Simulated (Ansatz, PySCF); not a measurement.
Constitutional and geometric isomers with formula C3H6Si. Gas-phase values, no solvent. One relaxed conformer stands for each flexible species; it need not be the lowest. Strings in code marks are SMILES.

Quantity: electronic energy of isomers of C3H6Si relative to `C1=C[SiH2]C1`, in kJ/mol.

Level 1: B3LYP/cc-pVTZ // B3LYP-D3(BJ)/def2-TZVP (Ansatz, an electronic-structure program)
Level 2: PBE-D3(BJ)/def2-TZVP // B3LYP-D3(BJ)/def2-TZVP (PySCF)
Level 3: PBE/cc-pVTZ // B3LYP-D3(BJ)/def2-TZVP (Ansatz)
Level 4: B3LYP/6-31G* // B3LYP-D3(BJ)/def2-TZVP (PySCF)

```csv
species,level 1,level 2,level 3,level 4
`[SiH3]C1=CC1`,126.9,131.7,130.6,124.5
`C#C[SiH2]C`,0.80,26.85,25.34,16.04
`C[Si]1=CC1`,200.7,183.6,182.1,206.5
`C=C=C[SiH3]`,33.60,51.6,50.2,41.10
`CC=C=[SiH2]`,110.1,116.9,115.1,106.0
`[SiH3]C1C=C1`,164.1,166.6,165.5,167.1
`C=C[SiH]=C` (C–C–Si–C torsion 14°),65.9,74.9,74.6,78.0
`C1=[SiH]CC1`,107.5,91.0,90.4,104.0
```
